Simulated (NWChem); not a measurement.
Molecule: Si$_{2}$NH$_{5}$F$_{2}$; SMILES N[Si@@H](F)[SiH2]F

```xyz
10

N      1.5692    -1.3155     0.2153
Si     0.0082    -0.8705    -0.3450
F     -1.2122    -1.7629     0.2661
Si    -0.4584     1.3322     0.3021
F      0.5531     2.3500    -0.4594
H      1.8681    -1.1431     1.1673
H      2.0650    -2.1002    -0.1908
H      0.0125    -1.1032    -1.8120
H     -1.8539     1.7193    -0.0435
H     -0.2732     1.5010     1.7726
```
Atoms are numbered in this order, from 1.

Program: NWChem. Pople sets run with spherical d functions. Coordinates come from a B3LYP/6-31G* (spherical d) optimisation. Atomic charges in e: unrestrained fits to the electrostatic potential beside Mulliken populations; buried atoms are poorly determined by the fit.

### Question
Predict the results for Hartree-Fock/6-31G*. Quantities: ESP N1; Mulliken N1; ESP Si2; Mulliken Si2; ESP F3; Mulliken F3; ESP Si4; Mulliken Si4; ESP F5; Mulliken F5; relative RMS misfit of the potential (%).

### Answer
```yaml
ESP N1: -1.06
Mulliken N1: -1.08
ESP Si2: 0.89
Mulliken Si2: 1.05
ESP F3: -0.41
Mulliken F3: -0.54
ESP Si4: 0.52
Mulliken Si4: 0.84
ESP F5: -0.34
Mulliken F5: -0.55
relative RMS misfit of the potential (%): 26
```
